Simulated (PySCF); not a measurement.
C5H9OSi (doublet state).
Numbering: `[OH:1][CH2:2][C@@H:3]1[C:4]=[CH:5][CH2:6][SiH2:7]1` (hydrogens: H8 on O1; H9, H10 on C2; H11 on C3; H12 on C5; H13, H14 on C6; H15, H16 on Si7)

Structure used (GFN2-xTB), in Å, numbered top down from 1:
```xyz
16
C5H9OSi angstrom
O     -2.4325    0.1375   -1.2289
C     -1.5025    1.0322   -0.6613
C     -0.6490    0.3517    0.4053
C      0.5249    1.1118    0.7980
C      1.7551    0.7025    0.6780
C      1.9535   -0.6878    0.0718
Si     0.1757   -1.2877   -0.3007
H     -3.0116   -0.1847   -0.5293
H     -2.0162    1.9112   -0.2445
H     -0.8719    1.3643   -1.4887
H     -1.2811    0.1311    1.2724
H      2.6280    1.2621    0.9731
H      2.4878   -1.3218    0.7820
H      2.5861   -0.6151   -0.8151
H     -0.0994   -1.4680   -1.7207
H     -0.2545   -2.4303    0.5104
```

The hyperfine couplings belong to this conformer and change with its torsions.

Theory: PySCF 2.14.0, UKS B3LYP, pcH-1 on C H O Si, non-relativistic, mean-field spin-orbit, GIAO. Isolated species at its GFN2-xTB geometry (one conformer only). Couplings are sensitive to structure, and on GFN2-xTB geometries they can be far from those on DFT ones. The SCF solution wasn't tested for stability.

**Question.** What is the g tensor, term by term?

**Answer.** 
| Δg (ppm) | 1 | 2 | 3 |
| --- | --- | --- | --- |
| relativistic mass correction | -161 | -161 | -161 |
| gauge correction | 25 | 12 | -2 |
| orbital Zeeman/spin–orbit | -279 | 43 | 238 |
| total | -414 | -105 | 75 |

So g = 2.00190, 2.00221, 2.00239 and g_iso = 2.00217; the tensor is rhombic: the two nearest values differ by 37 % of g3 − g1. Axes: g1 points within 14° of the C4–C5 bond and g2 points within 15° of the C5–C6 bond.

**Question.** What effective moment and Curie constant follow for a powder?

**Answer.** With the mean of g² = 4.0087 and S(S+1) = 0.75: μ_eff = √(⟨g²⟩S(S+1)) = 1.734 μB and χT = 0.12505·⟨g²⟩·S(S+1) = 0.376 cm³ K/mol (cgs; spin-Hamiltonian part alone).

**Question.** What are the electron Larmor frequencies g μB B/h along the three axes at 3350 mT?

**Answer.** 93.8642, 93.8787, 93.8871 GHz for g1, g2 and g3, a range of 22.9 MHz.

**Question.** At 9.578 GHz, how far is the centre of the isotropic spectrum from where a free electron (g = 2.002319) resonates?

**Answer.** B = hν/(g μB) with μB/h = 13.99624 MHz/mT gives 341.77 mT for the free electron and 341.79 mT at g_iso, 0.03 mT higher.

**Question.** In a frozen sample, at which fields do the three g values resonate at 9.5, 34, 94 and 263 GHz (hyperfine left aside), and which band first spreads them over more than twice a line width of 0.3 mT?

**Answer.** 
```tsv
band	GHz	B(g3) mT	B(g2) mT	B(g1) mT	spread mT
X	9.5	338.97	339.00	339.05	0.08
Q	34.0	1213.16	1213.27	1213.46	0.30
W	94.0	3354.03	3354.33	3354.85	0.82
J	263.0	9384.14	9384.99	9386.44	2.29
```

The spread grows in proportion to the frequency. W band is the first where it exceeds 0.6 mT.

The largest Mulliken spin populations are on C4 (+0.93), C5 (-0.12), Si7 (+0.10) and C6 (+0.07). No atom but C4 exceeds +0.15. The positive populations add up to 1.15 and the negative ones to -0.15, together 2S = 1.

The HOMO–LUMO gaps are 6.35 eV among the α and 4.52 eV among the β orbitals.

Time: 57 s of wall time (with the writing of density and orbital grids); peak memory 1.0 GiB. Hardware: an Intel Xeon 6975P-C with one thread, no GPU (shared host).
